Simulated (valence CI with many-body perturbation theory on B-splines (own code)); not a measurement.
Ladder of approximations for Tc²⁹⁺

Computed by relativistic CI+MBPT: four valence electrons over a frozen Dirac-Fock core [Ne], radial functions for each j: 11 s, 11 p, 9 d, 7 f, 5 g, 2 h, 1 i, with the one-electron correlation potential Σ1, the two-electron term Σ2, the three-electron term Σ3, Breit, model QED; selected CI, second order for the rest (own B-spline code, finite nucleus).

The last digits are not significant, and no measured levels were compared; by estimate large intervals hold to a few tenths of a per cent, small ones and those within an open d or f shell to about a per cent.

Each rung adds one term. CI alone is the Dirac-Coulomb CI over the frozen core; QED comes last and gives the full result, which names the levels. Energies are above (3s^2 3p1/2^2) J=0 on the same rung, in cm⁻¹.

Levels are named by their leading jj configuration (3d3/2^4 stands for four electrons in 3d with j = 3/2), which in mixed levels can hold well under half, so a name can repeat and another be missing. Letters in brackets count levels of one name in rising energy.

| Level | CI alone |
| --- | --- |
| (3s^2 3p1/2 3p3/2) J=1 | 185979 |
| (3s^2 3p1/2 3p3/2) J=2 | 223647 |
| (3s^2 3p3/2^2) J=2 | 437057 |
| (3s^2 3p3/2^2) J=0 | 523138 |
| (3s 3p1/2^2 3p3/2) J=2 | 748342 |
| (3s 3p1/2^2 3p3/2) J=1 | 873513 |
| (3s 3p1/2 3p3/2^2) J=2 [a] | 935994 |
| (3s 3p1/2 3p3/2^2) J=3 | 994124 |
| (3s^2 3p1/2 3d3/2) J=2 | 1043080 |
| (3s 3p1/2 3p3/2^2) J=0 | 1074310 |
| (3s 3p1/2 3p3/2^2) J=1 [a] | 1096530 |
| (3s 3p1/2 3p3/2^2) J=2 [b] | 1141460 |
| (3s^2 3p1/2 3d5/2) J=3 | 1192430 |
| (3s 3p1/2 3p3/2^2) J=1 [b] | 1196140 |
| (3s^2 3p1/2 3d5/2) J=2 [a] | 1230510 |
| (3s^2 3p1/2 3d3/2) J=1 | 1250760 |

(1) What do these energies become with core correlation, Breit and QED?

(2) How does the ionisation energy move along the ladder, and which term matters most?

Answers

(1) (3s^2 3p1/2 3p3/2) J=1 183558 (-2421); (3s^2 3p1/2 3p3/2) J=2 220298 (-3350); (3s^2 3p3/2^2) J=2 431390 (-5666); (3s^2 3p3/2^2) J=0 517393 (-5745); (3s 3p1/2^2 3p3/2) J=2 743824 (-4518); (3s 3p1/2^2 3p3/2) J=1 867850 (-5663); (3s 3p1/2 3p3/2^2) J=2 [a] 929635 (-6359); (3s 3p1/2 3p3/2^2) J=3 986092 (-8033); (3s^2 3p1/2 3d3/2) J=2 1035100 (-7974); (3s 3p1/2 3p3/2^2) J=0 1066900 (-7404); (3s 3p1/2 3p3/2^2) J=1 [a] 1087930 (-8601); (3s 3p1/2 3p3/2^2) J=2 [b] 1131780 (-9681); (3s^2 3p1/2 3d5/2) J=3 1180930 (-11506); (3s 3p1/2 3p3/2^2) J=1 [b] 1183530 (-12614); (3s^2 3p1/2 3d5/2) J=2 [a] 1218600 (-11910); (3s^2 3p1/2 3d3/2) J=1 1238010 (-12750).

(2) CI alone 1637.4, + Σ1 1638.3, + Σ2 1638.2, + Σ3 1638.0, + Breit 1636.7, + QED 1636.8 eV. The largest step is Breit, -1.3 eV. NIST lists 1638 ± 4 eV (semi-empirical).
